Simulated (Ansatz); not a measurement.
Calculation: B3LYP-D3(BJ)/def2-TZVP (Ansatz, a quantum-chemistry and plane-wave program). No frequencies were computed at this level.

Ansatz 0.2 input:
```yaml
crystal:
  periodic: [false, false, false]
  atoms:
    - { symbol: C, position_ang: [1.788488, -0.354934, 0.154893] }
    - { symbol: Ga, position_ang: [0.051531, 0.522867, -0.430527] }
    - { symbol: C, position_ang: [-1.824374, -0.006848, 0.144498] }
    - { symbol: H, position_ang: [2.376981, -0.692136, -0.703532] }
    - { symbol: H, position_ang: [2.415839, 0.339037, 0.722379] }
    - { symbol: H, position_ang: [1.587661, -1.223359, 0.790377] }
    - { symbol: H, position_ang: [0.173092, 1.749384, -1.444118] }
    - { symbol: H, position_ang: [-2.402188, -0.402862, -0.696298] }
    - { symbol: H, position_ang: [-2.379546, 0.84801, 0.542597] }
    - { symbol: H, position_ang: [-1.787486, -0.779159, 0.919729] }
basis:
  gaussian: { orbitals: def2-tzvp }
hamiltonian:
  xc: b3lyp
  dispersion: d3bj
relax:
  max_steps: 150
```

Output:

```
Functional definition: B3LYP
1071 factors; their error is unknown
mean field evaluation 1: about -54554.5143 eV, gradient 8.1e1 eV
mean field evaluation 2: about -54543.2360 eV, gradient 1.0e2 eV
mean field evaluation 4: about -54568.4269 eV, gradient 5.4e0 eV
mean field evaluation 8: about -54568.4649 eV, gradient 2.6e-2 eV
mean field evaluation 16: about -54568.5996 eV, gradient 2.8e-5 eV
mean field -54568.59962893 eV, -2005.3590484380 hartree, gradient 2.8e-5 eV, S^2 0.000000; 0 other end points of the search recorded, 0 dependent functions left out
reference -54568.59990837 eV, -2005.3590587070 hartree; 25, 25 occupied and 127, 127 virtual orbitals, 1071 factors
relax step   1: F+E_penalty+E_count = -54568.85284076 eV  Δ(F+E_penalty+E_count) = +0.000e0 eV  max|allowed force component| = 5.048e-1 eV/Å  Δτ_max = 0.0000 Å  (27 SCF iters, accepted)
these checks for a lower state are left out or cut short: starts, cluster_reference, orbital_swaps, neighbouring_geometries, increment
1071 factors; their error is unknown
mean field -54568.64164791 eV, -2005.3605926070 hartree, gradient 1.2e-5 eV, S^2 0.000000; 0 other end points of the search recorded, 0 dependent functions left out
reference -54568.64192571 eV, -2005.3606028157 hartree; 25, 25 occupied and 127, 127 virtual orbitals, 1071 factors
relax step   2: F+E_penalty+E_count = -54568.89893851 eV  Δ(F+E_penalty+E_count) = -4.610e-2 eV  max|allowed force component| = 2.302e-1 eV/Å  Δτ_max = 0.0880 Å  (29 SCF iters, accepted)
these checks for a lower state are left out or cut short: starts, cluster_reference, orbital_swaps, neighbouring_geometries, increment
1071 factors; their error is unknown
mean field -54568.64985875 eV, -2005.3608943498 hartree, gradient 1.2e-5 eV, S^2 0.000000; 0 other end points of the search recorded, 0 dependent functions left out
reference -54568.65013639 eV, -2005.3609045527 hartree; 25, 25 occupied and 127, 127 virtual orbitals, 1071 factors
relax step   3: F+E_penalty+E_count = -54568.90787218 eV  Δ(F+E_penalty+E_count) = -8.934e-3 eV  max|allowed force component| = 6.633e-2 eV/Å  Δτ_max = 0.0254 Å  (30 SCF iters, accepted)
these checks for a lower state are left out or cut short: starts, cluster_reference, orbital_swaps, neighbouring_geometries, increment
1071 factors; their error is unknown
mean field evaluation 32: about -54568.5106 eV, gradient 5.6e-1 eV
mean field -54568.65015679 eV, -2005.3609053025 hartree, gradient 1.1e-5 eV, S^2 0.000000; 0 other end points of the search recorded, 0 dependent functions left out
reference -54568.65043438 eV, -2005.3609155036 hartree; 25, 25 occupied and 127, 127 virtual orbitals, 1071 factors
relax step   4: F+E_penalty+E_count = -54568.90838772 eV  Δ(F+E_penalty+E_count) = -5.155e-4 eV  max|allowed force component| = 2.080e-2 eV/Å  Δτ_max = 0.0081 Å  (30 SCF iters, accepted)
these checks for a lower state are left out or cut short: starts, cluster_reference, orbital_swaps, neighbouring_geometries, increment
1071 factors; their error is unknown
mean field -54568.65016382 eV, -2005.3609055609 hartree, gradient 1.1e-5 eV, S^2 0.000000; 0 other end points of the search recorded, 0 dependent functions left out
reference -54568.65044146 eV, -2005.3609157639 hartree; 25, 25 occupied and 127, 127 virtual orbitals, 1071 factors
relax step   5: F+E_penalty+E_count = -54568.90844728 eV  Δ(F+E_penalty+E_count) = -5.956e-5 eV  max|allowed force component| = 1.495e-3 eV/Å  Δτ_max = 0.0040 Å  (31 SCF iters, accepted)
1071 factors; their error is unknown
mean field evaluation 64: about -54568.6502 eV, gradient 2.4e-5 eV
mean field -54568.65016382 eV, -2005.3609055609 hartree, gradient 2.3e-5 eV, S^2 0.000000; 1 other end points of the search recorded, 0 dependent functions left out
reference -54568.65044146 eV, -2005.3609157639 hartree; 25, 25 occupied and 127, 127 virtual orbitals, 1071 factors
Total energy: -54568.90872492 eV, -2005.3704075058 hartree
Atom 0 at     1.710949    -0.357883     0.160954 Å, force     0.001165    -0.000165     0.000324 eV/Å
Atom 1 at     0.053825     0.545730    -0.449218 Å, force    -0.000101    -0.000094     0.000270 eV/Å
Atom 2 at    -1.748670    -0.020901     0.154771 Å, force    -0.001184    -0.000433    -0.000120 eV/Å
Atom 3 at     2.297456    -0.693151    -0.697698 Å, force    -0.000213    -0.000495     0.000395 eV/Å
Atom 4 at     2.335693     0.348867     0.713573 Å, force    -0.000486    -0.000347     0.000100 eV/Å
Atom 5 at     1.506417    -1.214576     0.802824 Å, force    -0.000494     0.000323    -0.000206 eV/Å
Atom 6 at     0.174215     1.759653    -1.455849 Å, force     0.000172     0.001495    -0.001460 eV/Å
Atom 7 at    -2.319655    -0.399580    -0.697390 Å, force     0.000370     0.000006     0.000411 eV/Å
Atom 8 at    -2.303130     0.832082     0.552533 Å, force     0.000221    -0.000469     0.000579 eV/Å
Atom 9 at    -1.707102    -0.800241     0.915498 Å, force     0.000551     0.000180    -0.000295 eV/Å
Dipole moment:    -0.008846    -0.089243     0.073612 e Å
```

Cost: about 27 core-seconds (a rough figure).
